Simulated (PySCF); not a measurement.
Several species in one continuum solvent.

Computed with PySCF at PBE0/def2-SVPD, non-relativistic, each on one gas-phase PBE0-D3(BJ)/def2-SVP geometry that isn't relaxed in the solvent. The solvent is an IEF-PCM continuum (Bondi radii, 1.10 Å for H, scaled by 1.2). The model holds no explicit solvent molecules, cavitation or dispersion.

Question: Order them by E(solvent) − E(gas) in chloroform (ε = 4.711), most negative first (kJ/mol).
A. `[CH2:1]=[CH:2][O:3]/[CH:4]=[CH:5]\[O:6][C:7]([CH3:8])=[O:9]` with C1–C2–O3–C4 179°, C2–O3–C4–C5 180°, C4–C5–O6–C7 178°, C5–O6–C7–C8 180°
B. `[CH2:1]=[CH:2][O:3]/[CH:4]=[CH:5]\[C:6](=[O:7])[O:8][CH3:9]` with C1–C2–O3–C4 180°, C2–O3–C4–C5 179°, C4–C5–C6–O7 1°, C5–C6–O8–C9 180°
C. 2-methyl-[1,2,4]diazaphospholo[1,5-a]pyridine (`c1(C)pc2ccccn2n1`)
D. `[O:1]=[CH:2][O:3][C@@H:4]1[CH2:5][CH2:6][CH2:7][C:8]1=[O:9]` with O1–C2–O3–C4 6°, C2–O3–C4–C5 -146°, O3–C4–C5–C6 -157°, C4–C5–C6–C7 40°, C5–C6–C7–C8 -28°, C6–C7–C8–O9 -177°

Answer: D (-27.9), B (-25.5), A (-21.8), C (-16.3).

| SMILES | charge | ΔE (kJ/mol) | polarisation term (kJ/mol) | HOMO shift (eV) | dipole gas (D) | dipole solvent (D) | atoms | lowest singlet, gas (eV) | lowest singlet, solvent (eV) |
| --- | --- | --- | --- | --- | --- | --- | --- | --- | --- |
| O=CO[C@@H]1CCCC1=O | 0 | -27.9 | -31.9 | -0.01 | 4.30 | 5.23 | 17 | 4.19 | 4.27 |
| C=CO/C=C\C(=O)OC | 0 | -25.5 | -29.3 | +0.01 | 2.43 | 3.18 | 17 | 4.89 | 4.87 |
| C=CO/C=C\OC(C)=O | 0 | -21.8 | -24.3 | +0.01 | 1.65 | 2.01 | 17 | 5.22 | 5.11 |
| Cc1nn2ccccc2p1 | 0 | -16.3 | -18.7 | -0.06 | 2.34 | 3.23 | 17 | 3.75 | 3.85 |

The polarisation term is half the interaction of the solute with the induced surface charges. Singlets are vertical TDDFT energies (frozen core, non-equilibrium response), the lowest in each medium.
